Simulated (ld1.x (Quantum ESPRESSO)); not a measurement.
Reading a pseudo-wave (boron (B))

Columns: radius, all-electron u(r) and pseudo u(r) of the 2p shell (level -8.01 eV) of boron in the configuration [He] 2s2 2p0.5; PBEsol, scalar-relativistic, TM scheme, ld1.x (Quantum ESPRESSO) 7.5.

| r (bohr) | all-electron | pseudo |
| --- | --- | --- |
| 0.085 | 0.0225 | 0.0107 |
| 0.170 | 0.0742 | 0.0419 |
| 0.255 | 0.1394 | 0.0912 |
| 0.340 | 0.2089 | 0.1547 |
| 0.425 | 0.2775 | 0.2274 |
| 0.510 | 0.3421 | 0.3039 |
| 0.595 | 0.4011 | 0.3788 |
| 0.680 | 0.4540 | 0.4478 |
| 0.765 | 0.5005 | 0.5075 |
| 0.850 | 0.5413 | 0.5564 |
| 0.935 | 0.5761 | 0.5942 |
| 1.020 | 0.6050 | 0.6222 |
| 1.105 | 0.6281 | 0.6419 |
| 1.190 | 0.6458 | 0.6552 |
| 1.275 | 0.6584 | 0.6639 |
| 1.360 | 0.6665 | 0.6691 |
| 1.445 | 0.6705 | 0.6714 |
| 1.530 | 0.6708 | 0.6710 |
| 1.615 | 0.6679 | 0.6679 |
| 1.700 | 0.6621 | 0.6621 |
| 1.785 | 0.6538 | 0.6538 |
| 1.870 | 0.6434 | 0.6434 |
| 1.955 | 0.6312 | 0.6312 |
| 2.040 | 0.6175 | 0.6175 |
| 2.125 | 0.6025 | 0.6025 |
| 2.210 | 0.5866 | 0.5866 |

How many radial nodes do the two functions have?

The all-electron 2p function has n − l − 1 = 0; the pseudo-wave has 0.

At about which radius was the pseudo-wave matched?

1.70 bohr. The columns agree to 0.0005 from 1.53 bohr on; several derivatives are matched, so the curves merge somewhat inside the radius.

Where does each function peak?

Outermost all-electron maximum near 1.53 bohr, pseudo maximum near 1.45 bohr (to the table’s step).

Is the pseudo-wave norm-conserving?

Yes: the TM scheme keeps the norm inside the radius equal to the all-electron one, which fixes the energy derivative of the logarithmic derivative at the level.
